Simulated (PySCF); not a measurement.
## How methods differ on the ionisation energy of Tl

Tl [Xe] 4f14 5d10 6s2 6p1 [6p1/2^1, M_J = 1/2] → Tl⁺ [Xe] 4f14 5d10 6s2, as a difference of total energies. Computed with PySCF 2.14 in x2c-TZVPall-2c with one added diffuse shell each of s, p, d, f type (12s12p10d4f, 126 functions), with the two-component X2C-1e Hamiltonian. Correlated levels: [Kr] 4d10 4f14 frozen; the 26 highest virtual spinors dropped. "Screened" scales the spin-orbit matrix elements by Boettger's factors to mimic the two-electron term; Breit and QED terms are absent.

**Question.** Order these methods by the ionisation energy they give, lowest first.
A. GHF (screened spin-orbit)
B. GMP2 (screened spin-orbit)
C. GMP2 (spin-free)
D. GHF (spin-free)

**Answer.** D (4.982 eV), C (5.234 eV), A (5.698 eV), B (5.932 eV).

The spin-free rows lack the spin-orbit shift.

Errors of the correlated levels include the incompleteness of this basis and the frozen core.

For comparison: 6.108 eV (measured; NIST Atomic Spectra Database, ionization energies).
